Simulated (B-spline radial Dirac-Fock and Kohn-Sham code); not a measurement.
**L3 emission of Au**

System: neutral gold, configuration [Xe] 4f14 5d10 6s1.

Method: independent-particle rates on relativistic LDA orbitals of the hole state (multipoles up to L = 3, Coulomb Auger matrix elements, transition energies from Dirac-Fock). Computed with a radial atomic solver.

| line | multipole | energy (eV) | width (meV) | share (%) | tabulated share (%) |
| --- | --- | --- | --- | --- | --- |
| L3-M1 | E1 | 8485.5 | 66.2 | 3.84 | 3.96 |
| L3-M2 | E2 | 8764.6 | 0.747 | 0.0434 | – |
| L3-M3 | E2 | 9169.5 | 0.675 | 0.0392 | – |
| L3-M4 | E1 | 9626.9 | 138 | 8.04 | 8.02 |
| L3-M5 | E1 | 9712.3 | 1220 | 70.9 | 70.7 |
| L3-N1 | E1 | 11151.1 | 16.3 | 0.947 | 0.967 |
| L3-N4 | E1 | 11563.1 | 25.0 | 1.45 | 1.46 |
| L3-N5 | E1 | 11581.3 | 225 | 13.1 | 13.2 |
| L3-O1 | E1 | – | 3.33 | 0.194 | – |
| L3-N7 | E2 | 11837.4 | 0.961 | 0.0558 | – |
| L3-O4 | E1 | 11915.1 | 2.44 | 0.142 | – |
| L3-O5 | E1 | 11916.6 | 21.2 | 1.23 | – |

The listed lines hold 100.0 % of the radiative rate. A dash stands for an energy that rests on an unreliable hole state. The radiative width is 1.72 eV in the length form and 1.75 eV in the velocity form; the two differ because the transition energies are not eigenvalue differences of the potential that gave the orbitals. Tabulated shares: Scofield radiative rates as tabulated in xraylib 4.2.
